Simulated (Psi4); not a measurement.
Psi4 input (wB97X-D/6-31G*):

```
memory 1500 MB

molecule {
1 2
C     1.83886900    0.72089100    0.12061500
N     0.78353700   -0.20760500    0.47951600
B    -0.54195900   -0.21110400   -0.03759300
O    -1.48256300   -1.14212700    0.34308200
O    -0.98831700    0.71923900   -0.94662100
H     2.55628700    0.82039600    0.93641100
H     2.39042000    0.42092600   -0.77804300
H     1.42714300    1.71802400   -0.05270300
H     1.08719500   -0.96759200    1.06405300
H    -1.18677200   -1.75620200    1.01814500
H    -0.31540600    1.33095700   -1.25188500
symmetry c1
no_reorient
no_com
}

set {
  basis 6-31G*
  reference uks
  scf_type pk
  dft_radial_points 99
  dft_spherical_points 590
  e_convergence 1e-8
  d_convergence 1e-7
  maxiter 150
}

e = energy('wb97x-d')
print_out(f'\nFINAL {e:.10f} DIPOLE {variable("CURRENT DIPOLE")[0]:.6f} {variable("CURRENT DIPOLE")[1]:.6f} {variable("CURRENT DIPOLE")[2]:.6f}\n')
```

From the output:

```
      35A      0.435427    36A      0.436912    37A      0.450983
      38A      0.527950    39A      0.613555    40A      0.655051
      41A      0.697580    42A      0.704492    43A      0.717285
      44A      0.743640    45A      0.763774    46A      0.822293
      47A      0.831395    48A      0.872568    49A      0.888868
      50A      0.942825    51A      0.945967    52A      0.988430
      53A      1.041899    54A      1.071900    55A      1.090517
      56A      1.194557    57A      1.255957    58A      1.326181
      59A      1.346617    60A      1.437140    61A      1.479541
      62A      1.556345    63A      1.602951    64A      1.629771
      65A      1.643615    66A      1.721851    67A      1.772963
      68A      1.829295    69A      1.877740    70A      1.997676
      71A      2.070584    72A      2.101905    73A      2.206114
      74A      2.228173    75A      2.286642    76A      2.301756
      77A      2.349029    78A      2.375385    79A      2.594733
      80A      2.659993    81A      2.781870    82A      2.815125
      83A      3.462479    84A      3.706668    85A      3.862294
      86A      3.916938    87A      4.123335

    Final Occupation by Irrep:
              A
    DOCC [    19 ]
    SOCC [     1 ]
    NA   [    20 ]
    NB   [    19 ]

  @UKS Final Energy:  -271.46462794062620

   => Energetics <=

    Nuclear Repulsion Energy =            173.7798622951740413
    One-Electron Energy =                -705.0857873055713299
    Two-Electron Energy =                 284.4791960111576827
    DFT Exchange-Correlation Energy =     -24.6340836395267075
    Empirical Dispersion Energy =          -0.0038153018599436
    VV10 Nonlocal Energy =                  0.0000000000000000
    Total Energy =                       -271.4646279406262011

  UHF NO Occupations:
  HONO-2 :   18  A 1.9993605
  HONO-1 :   19  A 1.9983937
  HONO-0 :   20  A 1.0000000
  LUNO+0 :   21  A 0.0016063
  LUNO+1 :   22  A 0.0006395
  LUNO+2 :   23  A 0.0002935
  LUNO+3 :   24  A 0.0002400

Computation Completed

Properties will be evaluated at   0.000000,   0.000000,   0.000000 [a0]

Properties computed using the SCF density matrix

 Multipole Moments:

 ------------------------------------------------------------------------------------
     Multipole            Electronic (a.u.)      Nuclear  (a.u.)        Total (a.u.)
 ------------------------------------------------------------------------------------

 L = 1.  Multiply by 2.5417464519 to convert [e a0] to [Debye]
 Dipole X            :          2.5857800            0.0000094            2.5857894
 Dipole Y            :         -0.0789238           -0.0000076           -0.0789314
 Dipole Z            :          0.9289561            0.0000057            0.9289618
 Magnitude           :                                                    2.7487283

 ------------------------------------------------------------------------------------

FINAL -271.4646279406 DIPOLE 2.585789 -0.078931 0.928962

*** Psi4 exiting successfully. Buy a developer a beer!
```

The dipole moment of an ion depends on the origin.

The geometry given is a B3LYP-D3(BJ)/def2-TZVP minimum of the species of charge 0 and multiplicity 1, not of this state.
